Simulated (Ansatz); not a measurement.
Gas-phase electronic energies from Ansatz, PBE0-D4/def2-TZVP geometries. CCSD(T)/CBS adds triple-zeta CCSD(T) − MP2 to the extrapolated MP2 energy (def2 sets, frozen cores). This one scheme is used for every species. Functionals use def2-TZVPP. B3LYP here is the variant with VWN-RPA as its local correlation; programs differ in this. Elements past krypton have def2 core potentials. For Sn outer-core shells are correlated without core-valence functions, which leaves a few kJ/mol of doubt a bond.

Reaction (formal hydrolysis of the Sn–C bond): `C[CH](Cl)[SnH3]` + H₂O → `[OH][SnH3]` + `CCCl`

| level | ΔE (kcal/mol) | difference from CCSD(T)/CBS |
| --- | --- | --- |
| PBE-D4 | -9.9 | -0.6 |
| r2SCAN-D4 | -11.7 | -2.4 |
| PBE0-D4 | -9.8 | -0.5 |
| B3LYP-D4 | -11.4 | -2.1 |
| ωB97X-V | -11.9 | -2.6 |
| ωB97M-V | -10.8 | -1.5 |
| B2PLYP | -12.5 | -3.2 |
| PBE | -11.5 | -2.2 |
| r2SCAN | -12.1 | -2.8 |
| PBE0 | -11.2 | -1.9 |
| B3LYP | -14.0 | -4.7 |
| HF/def2-TZVPP | -16.4 | -7.1 |
| MP2/def2-TZVPP | -8.5 | 0.8 |
| SCS-MP2/def2-TZVPP | -10.6 | -1.3 |
| CCSD/def2-TZVPP | -10.2 | -0.9 |
| CCSD(T)/def2-TZVPP | -9.5 | -0.2 |
| HF/def2-QZVPP | -16.7 | -7.4 |
| MP2/def2-QZVPP | -8.5 | 0.8 |
| SCS-MP2/def2-QZVPP | -10.6 | -1.3 |
| HF/CBS(def2) | -16.7 | -7.4 |
| MP2/CBS(def2) | -8.3 | 1.0 |
| CCSD/CBS(def2) | -10.1 | -0.8 |
| CCSD(T)/CBS | -9.3 | 0 |

Largest T1 diagnostic among the species: 0.014.

In def2-TZVPP, CCSD(T) changes the Hartree–Fock value by +6.9 kcal/mol (the triples alone add +0.8 kcal/mol) and MP2 by +7.9 kcal/mol. The D4 term adds +2.6 kcal/mol with B3LYP and +1.4 kcal/mol with PBE0; it sums over pairs of atoms, weighted by their polarisabilities, and B3LYP, whose exchange is more repulsive, gets the larger term.
